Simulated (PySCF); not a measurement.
# Correlation energy of Rb⁺ (rubidium, charge +1)

[Kr], closed-shell 1S. All numbers are calculated (PySCF 2.14, scalar relativity by spin-free X2C-1e, in aug-cc-pwCVTZ-X2C (10s9p7d3f, 93 functions)). Frozen: [Ar] 3d10; 8 electrons correlated.

MP2 pair energies summed by pair of shells (mhartree):

```json
{"pair": "4p-4p", "energy": "-122.02", "share (%)": "77.0"}
{"pair": "4s-4p", "energy": "-30.17", "share (%)": "19.0"}
{"pair": "4s-4s", "energy": "-6.37", "share (%)": "4.0"}
```

Total MP2 correlation energy: -158.56 mhartree.

Same-spin part -41.33 and opposite-spin part -117.23 mhartree; SCS-MP2 scales them by 1/3 and 6/5 to -154.45 mhartree.
